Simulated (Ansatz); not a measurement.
`OC(Cl)C[SiH3]` + H₂ → `[SiH3]CCCl` + H₂O  (hydrogenolysis of a C–O bond)

Gas-phase electronic energies from Ansatz, PBE0-D4/def2-TZVP geometries. CCSD(T)/CBS is the MP2 limit (def2-TZVPP, def2-QZVPP) plus CCSD(T) − MP2 in def2-TZVPP, frozen cores. This one scheme is used for every species. DFT in def2-TZVPP. B3LYP here is the variant with VWN-RPA as its local correlation; programs differ in this. HSE06 is defined as in plane-wave codes. Each species was taken in one conformer, which may not be the lowest.

`OC(Cl)C[SiH3]`:

Cartesian coordinates in Å:
```
O 1.376 0.113 -1.869
C 0.606 -0.418 -0.859
Cl 1.634 -1.449 0.252
C -0.035 0.694 -0.077
Si -1.090 0.142 1.385
H 1.740 -0.603 -2.399
H -0.133 -1.132 -1.234
H -0.666 1.259 -0.771
H 0.748 1.376 0.270
H -0.266 -0.194 2.570
H -1.904 -1.041 0.994
H -2.010 1.255 1.739
```

H₂:

```xyz
2

H    -0.368    0.000   -0.063
H     0.368    0.000    0.063
```

`[SiH3]CCCl`:

```xyz
11

Si   -0.785    0.430   -1.241
C    -0.392   -0.318    0.443
C     1.058   -0.155    0.827
Cl    1.416   -0.873    2.431
H     0.034   -0.220   -2.299
H    -2.225    0.233   -1.552
H    -0.482    1.887   -1.241
H    -1.035    0.154    1.191
H    -0.658   -1.380    0.422
H     1.724   -0.651    0.122
H     1.345    0.894    0.898
```

H₂O:

Z-matrix (Å, degrees):
```
O
H 1 0.960
H 1 0.960 2 105.1
```

```csv
level,ΔE (kJ/mol),difference from CCSD(T)/CBS
LDA (SPW92),-61.5,22.5
PBE-D4,-70.6,13.4
revPBE-D4,-67.8,16.2
BLYP-D4,-69.0,15.0
r2SCAN-D4,-70.2,13.8
B97M-V,-75.5,8.5
PBE0-D4,-78.5,5.5
B3LYP-D4,-76.0,8.0
r2SCANh-D4,-73.2,10.8
r2SCAN0-D4,-77.4,6.6
HSE06-D4,-78.6,5.4
BHLYP-D4,-82.1,1.9
CAM-B3LYP-D4,-77.1,6.9
B2PLYP,-82.5,1.5
PBE-QIDH,-83.5,0.5
PBE,-75.5,8.5
BLYP,-79.6,4.4
PBE0,-82.6,1.4
B3LYP,-83.9,0.1
r2SCANh,-74.5,9.5
r2SCAN0,-78.8,5.2
BHLYP,-88.4,-4.4
CAM-B3LYP,-81.4,2.6
LC-ωPBE,-84.5,-0.5
RPA@PBE/def2-TZVPP,-77.7,6.3
HF/def2-SVP,-83.2,0.8
MP2/def2-SVP,-64.6,19.4
CCSD/def2-SVP,-69.4,14.6
CCSD(T)/def2-SVP,-64.2,19.8
HF/def2-TZVPP,-96.3,-12.3
MP2/def2-TZVPP,-81.4,2.6
SCS-MP2/def2-TZVPP,-83.0,1.0
CCSD/def2-TZVPP,-86.6,-2.6
CCSD(T)/def2-TZVPP,-81.1,2.9
HF/def2-QZVPP,-97.4,-13.4
MP2/def2-QZVPP,-83.4,0.6
SCS-MP2/def2-QZVPP,-85.2,-1.2
HF/CBS(def2),-97.6,-13.6
MP2/CBS(def2),-84.2,-0.2
CCSD/CBS(def2),-89.5,-5.5
CCSD(T)/CBS,-84.0,0
```

Task: What do rigid-rotor, harmonic-oscillator terms from PBE0-D4/def2-TZVP frequencies (298.15 K, 1 bar) make of the CCSD(T)/CBS value? (Estimate.)

Result: The calculation gave: ΔZPE = +17.5 kJ/mol, ΔH = -67.5 kJ/mol, ΔS = 39 J/(mol·K), ΔG = -79.0 kJ/mol.

Largest T1 diagnostic among the species: 0.011.

At CCSD(T), def2-SVP lies +19.8 kJ/mol from the extrapolated value and def2-TZVPP +2.9 kJ/mol. From BLYP to BHLYP (50 % exact exchange), in def2-TZVPP and without D4, ΔE moves by −8.8 kJ/mol.

CCSD(T)/CBS has its own doubt, a few kJ/mol and more with outer-core shells, so smaller differences from it don't rank the levels.
